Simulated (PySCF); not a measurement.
**Li (lithium, neutral) across methods**

[He] 3d1, 2D determinant (an excited configuration). Computed with PySCF 2.14 in aug-cc-pVQZ with one added diffuse shell each of s, p, d, f, g type (7s6p5d4f3g, 105 functions), with no relativity, point nucleus.

```
method  E (hartree)  mean ε 1s β (eV)  mean ε 1s α (eV)  mean ε 3d α (eV)  Σ⟨r²⟩ (bohr²)   ⟨S²⟩
   UHF     -7.29169           -72.882           -72.882            -1.505          114.8  0.750
 TPSSh      -7.3523           -59.655           -59.655            -0.987          98.13  0.750
   LDA      -7.2080           -56.335           -56.336            -0.931          105.4  0.750
  PBE0      -7.3295           -61.147           -61.147            -1.178          100.4  0.750
r2SCAN      -7.3452           -58.634           -58.633            -0.907          102.5  0.750
  MN15      -7.3320           -62.558           -62.558            -0.170          155.0  0.750
   PBE      -7.3266           -56.968           -56.969            -1.002          94.95  0.750
 HSE06      -7.3329           -60.760           -60.760            -0.990          101.0  0.750
```

The outer electron is Rydberg-like, and this basis confines it to a smaller radius and binds it less than a complete one would.
